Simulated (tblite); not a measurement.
Compound: C₈H₁₆.
Atom-mapped SMILES: `[CH3:1][CH:2]([CH3:3])[CH:4]1[CH2:5][CH2:6][CH2:7][CH2:8]1` (hydrogens: H9, H10, H11 on C1; H12 on C2; H13, H14, H15 on C3; H16 on C4; H17, H18 on C5; H19, H20 on C6; H21, H22 on C7; H23, H24 on C8)

Geometry (GFN2-xTB, Å), atoms numbered from 1 in this order:
```xyz
24
C8H16 angstrom
C     -2.0916    0.3460    1.2803
C     -1.3208   -0.3270    0.1450
C     -2.1436   -0.2555   -1.1408
C      0.0520    0.3320   -0.0335
C      0.8577   -0.2053   -1.2225
C      2.2954    0.1532   -0.8662
C      2.3771   -0.2056    0.6158
C      0.9863    0.1298    1.1801
H     -2.2715    1.3924    1.0418
H     -3.0531   -0.1409    1.4277
H     -1.5389    0.2976    2.2147
H     -1.1694   -1.3823    0.4015
H     -2.2310    0.7757   -1.4765
H     -3.1447   -0.6449   -0.9683
H     -1.6849   -0.8396   -1.9339
H     -0.1067    1.4050   -0.1854
H      0.7523   -1.2903   -1.2818
H      0.5438    0.2291   -2.1699
H      2.4545    1.2243   -1.0044
H      3.0272   -0.3836   -1.4686
H      2.5774   -1.2731    0.7208
H      3.1709    0.3354    1.1294
H      1.0217    1.0310    1.7914
H      0.6281   -0.6838    1.8111
```

Computed with GFN2-xTB (tblite): harmonic, unscaled wavenumbers at the GFN2-xTB geometry, gas phase. Errors from tens to a few hundred cm⁻¹ against measured bands are possible. One conformer, not necessarily the lowest.

Harmonic wavenumbers (cm⁻¹): 49.3, 92.5, 184.5, 212.2, 212.5, 245.4, 331.6, 362.1, 413.9, 464.7, 561.2, 614.1, 809.5, 852.6, 884.1, 936.8, 948.7, 959.4, 981.3, 982.0, 1005.7, 1017.5, 1051.9, 1087.4, 1123.5, 1129.5, 1160.1, 1174.5, 1180.4, 1205.7, 1221.1, 1237.1, 1276.1, 1286.8, 1309.5, 1314.4, 1322.7, 1325.4, 1328.5, 1364.4, 1409.6, 1422.5, 1487.2, 1488.9, 1495.4, 1499.6, 1505.1, 1508.7, 1511.3, 1516.8, 2918.1, 2927.4, 2968.7, 2974.4, 2981.9, 2994.3, 2998.4, 3004.5, 3008.7, 3011.5, 3024.7, 3027.1, 3029.7, 3034.7, 3047.3, 3048.5.

A = 3688, B = 1368, C = 1079 MHz; mass 112.125 u (most abundant isotopes); point group C1, symmetry number 1.

Question: Zero-point energy?

Answer: Half the sum of the wavenumbers: 49033 cm⁻¹ = 140.19 kcal/mol.

Question: What is S at 200 K and 1 bar for an ideal gas of classical rigid rotors and harmonic oscillators?

Answer: Translation 38.10, rotation 27.28, vibration 14.76: S = 80.1 cal/(mol K).

Question: And Cp and H(200 K) − H(0)?

Answer: Cp = 25.35 cal/(mol K), of which vibrations give 17.40 (their classical limit is 66 R = 131.2); H(200 K) − H(0) = 3.26 kcal/mol without the zero-point energy, 1.67 from vibrations.

Question: Which modes carry the vibrational entropy at 200 K?

Answer: 49.3 cm⁻¹: 4.06; 92.5 cm⁻¹: 2.83; 184.5 cm⁻¹: 1.56; 212.2 cm⁻¹: 1.33; 212.5 cm⁻¹: 1.33; 245.4 cm⁻¹: 1.10 cal/(mol K); the other 60 give 2.55 together.

Question: How do the functions run with temperature in this model?

Answer: 
```csv
T (K),S (cal/(mol K)),Cp (cal/(mol K)),H − H(0) (kcal/mol),G − H(0) (kcal/mol),ln q(vib)
50,56.5,11.5,0.47,-2.36,0.36
100,66.0,16.5,1.17,-5.43,1.20
298.15,92.2,36.1,6.25,-21.23,5.33
373.15,101.3,45.5,9.31,-28.48,7.01
500,116.7,60.7,16.07,-42.31,10.02
750,145.9,83.0,34.22,-75.20,16.27
1000,172.0,98.0,56.98,-114.99,22.53
```

q(vib) and H(0) count from the zero-point level.

Hindered rotation and anharmonicity are outside this model. Other conformers, if any are populated, would add a mixing term that is left out. The structure is chiral; the term R ln 2 for an equal mix with its mirror image is left out.
